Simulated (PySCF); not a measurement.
# Telling isomers of C$_{5}$H$_{10}$F$_{3}$PSi apart by NMR

- GIAO PBE0/pcSseg-1 shieldings
- geometry from GFN2-xTB
- program: PySCF
- no relativistic terms, averaged over atoms made equivalent by symmetry, fast rotation or ring inversion, no solvent, one conformer

Scale: 1H (σref 31.72) and 13C (σref 186.93) against TMS (reference shieldings calculated alike). Splittings of carbon signals by F and P are missing where no couplings were computed. Where no couplings were computed, multiplicities follow the n + 1 count of equivalent neighbours, and m marks all less simple cases (inequivalent or close neighbours, rings, F or P nearby). Shifts are as computed. Against solution values, carbons near 30 ppm lie about +3 ppm off and those near 130 ppm about +5 ppm. Of 1211 compounds with measured shifts, 218 miss one by over three times the rms of a fit or turn the order of signals round; such compounds aren't used in these exercises.

(1) Tabulate the signals of `C/C([SiH3])=P\CCC(F)(F)F`, `C[Si](C)(C)/C=P\C(F)(F)F` and their relative energies.

(2) What is the quickest way to tell C/C([SiH3])=P\CCC(F)(F)F from C[Si](C)(C)/C=P\C(F)(F)F?

## Answers

(1) 
```json
{"SMILES": "C/C([SiH3])=P\\CCC(F)(F)F", "carbon types": "2×C 2×CH2 1×CH3", "δC": "218.3, 136.4, 36.0, 32.0, 26.8", "δH": "4.49 (m, 3H), 2.66 (m, 3H), 2.43 (m, 2H), 2.21 (m, 2H)", "E rel. (kcal/mol)": "15.4"}
{"SMILES": "C[Si](C)(C)/C=P\\C(F)(F)F", "carbon types": "1×C 1×CH 3×CH3", "δC": "221.6, 139.5, 1.4", "δH": "10.41 (m, 1H), 0.30 (s, 9H)", "E rel. (kcal/mol)": "0.0"}
```

Energies are electronic energies at PBE0/pcSseg-1 on these geometries, without zero-point or thermal terms, each for the one conformer computed, which needn't be the lowest.

(2) Count the carbon signals: 5 against 3. The first has a carbon double-bonded to a heavier main-group atom (C) at 218.3 ppm, the second a carbon double-bonded to a heavier main-group atom (CH) at 221.6 ppm. In the proton spectra the most deshielded non-exchanging signals are 4.49 (m, 3H) and 10.41 (m, 1H).
